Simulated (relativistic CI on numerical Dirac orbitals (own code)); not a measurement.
Cs²¹⁺: sensitivity of the levels to the model

Base calculation: Dirac-Coulomb-Breit CI, orbitals from a KLI potential per configuration, model QED (radiative potential, 1s self-energy scaled to tabulated hydrogen-like ionisation energies), unscaled Slater integrals.

Configurations in the expansion (outside the closed core [Ar] 3d10): 4s²4p⁴, 4s4p⁵, 4s²4p³4d, 4p⁶, 4s4p⁴4d, 4s²4p³4f, 4s4p⁴4f, 4p⁵4d, 4s4p³4d², 4s²4p²4d4f, 4p⁵4f, 4s²4p³5s, 4s²4p³5p, 4p⁵5s, 4s4p³4d5s, 4p⁴4d4f, 4s4p⁴5s, 4s²4p³5d, 4s²4p²4f5s, 4s4p³4f², 4s4p⁴5p, 4s²4p³5f, 4s²4p³5g, 4s4p⁴5d, 4s²4p³6s, 4s²4p³6p, 4s4p⁴5f, 4s²4p²4d², 4s²4p4d³, 4s4p²4d³, 4s²4p4d²4f, 4s4p²4d²4f, 4s²4p4d²5s, 4p⁴4d², 4p³4d³, 4p³4d²4f, 4p³4d²5s, 4s²4p²4d5s, 4s4p²4d²5s, 4s²4p4d4f5s, 4s4p²4d4f5s, 4s²4p4d5s², 4p⁴4d5s, 4p³4d4f5s, 4p³4d5s², 4s²4p²5s², 4s4p²4d5s², 4s²4p4f5s², 4s4p²4f5s². Double excitations out of closed p, d and f shells are left out; levels of such configurations are missing from the list, as are those of other unlisted configurations, and high levels can miss mixing partners. These lack a partner that the ground configuration has and come out too high: 4s²4p³5p, 4s²4p³5d, 4s4p⁴5p, 4s²4p³5f, 4s²4p³5g.

Variants: (1) configuration mixing switched off; (2) only the first 3 configurations. Shifts of the energy above 4s²4p⁴ ³P2, in cm⁻¹, for the lowest level and the first level of each name with at least 55 % of one term (blank where a level changes its place among those of its configuration and J or its character, or is not in the variant):

| Level | Base | Δ(1) | Δ(2) |
| --- | --- | --- | --- |
| 4s²4p⁴ ³P2 | 0 | 0 | 0 |
| 4s²4p⁴ ³P1 | 133557 | +793 | +793 |
| 4s²4p⁴ ¹D2 | 158372 | +3210 | +3210 |
| 4s4p⁵ ³P°2 | 557755 | +50106 | -2488 |
| 4s²4p³4d ³D°1 | 804007 | +3132 | +3485 |
| 4s²4p³4d ¹S°0 | 815882 | +3898 | +5098 |
| 4s²4p³4d ³F°3 | 825495 | +2507 | +2507 |
| 4s²4p³4d ³D°3 | 838549 | +2692 | +2692 |
| 4s²4p³4d ³G°4 | 844797 | +1254 | +1254 |
| 4s²4p³4d ³F°4 | 853945 | +3661 | +3661 |
| 4s²4p³4d ³G°5 | 879966 | +2623 | +2623 |
| 4s²4p³4d ³S°1 | 972307 | -15421 | +13775 |
| 4p⁶ ¹S0 | 1192557 | +140745 |  |
| 4s4p⁴4d ⁵D2 | 1222762 | +8213 |  |

At this charge energies of transitions that change n are usually good to better than 1 %, and those within a shell (Δn = 0) to a few per cent.

Ionisation energy from the two ground configurations alone: base 665.572 eV. The NIST ASD value (theoretical) is 666 eV.

LS names give the leading component of a level, which can be under half, so a name can repeat, a term be missing and a line seem to break the LS rules.
